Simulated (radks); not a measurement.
Results of a calculation; reference values are marked as such.
Q: These are the eigenvalues of the occupied orbitals of an atom or ion with whole-number occupations (eV). Code: a radial shooting solver on a logarithmic mesh with Libxc functionals. Model: scalar-relativistic Kohn-Sham, LDA (Slater exchange, VWN5 correlation), spin-unpolarised, spherical densities, finite nucleus; Fermi nuclear charge, rms radius of each element as measured or else 0.836 A^(1/3) + 0.57 fm.

orbital  eigenvalue
1s        -11874.40
2s        -1661.160
2p        -1479.878
3s        -351.9844
3p        -295.0612
3d        -201.2570

Which element is it, and in what charge state? The configuration may be excited.

A: Z = 33, arsenic, charge +8: As8+ in [Ar] 3d7. The list shows which subshells hold electrons but not how many an open one holds; the 1s level, -436.38 hartree, gives Z - s = 29.5 by -(Z - s)^2/2, which with screening and relativity narrows Z to a few neighbours, and the depths of the outer levels then fix element, charge and occupations together.
